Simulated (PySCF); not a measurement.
B(Cl)(H)(SH) (BClH₂S), SMILES SBCl.

Coordinates come from a B3LYP-D3(BJ)/def2-TZVP optimisation. The values are those of a single conformer.

Computed with B3LYP-D3(BJ)/def2-TZVP in PySCF.

Frequencies are harmonic and unscaled.

```csv
mode,ν (cm⁻¹),IR (km/mol),moving atoms (share of kinetic energy)
1,255,0.3,"S 42 %, Cl 38 %, B 16 %"
2,437,9.3,"H 88 %, B 9 %"
3,675,24.4,"B 42 %, H 30 %, Cl 18 %, S 9 %"
4,785,5.7,"H 70 %, B 29 %"
5,866,110.5,"B 45 %, H 33 %, S 18 %"
6,903,11.1,"H 70 %, B 23 %"
7,1097,219.4,"H 64 %, B 35 %"
8,2670,4.7,H 97 %
9,2688,71.0,"H 91 %, B 8 %"
```
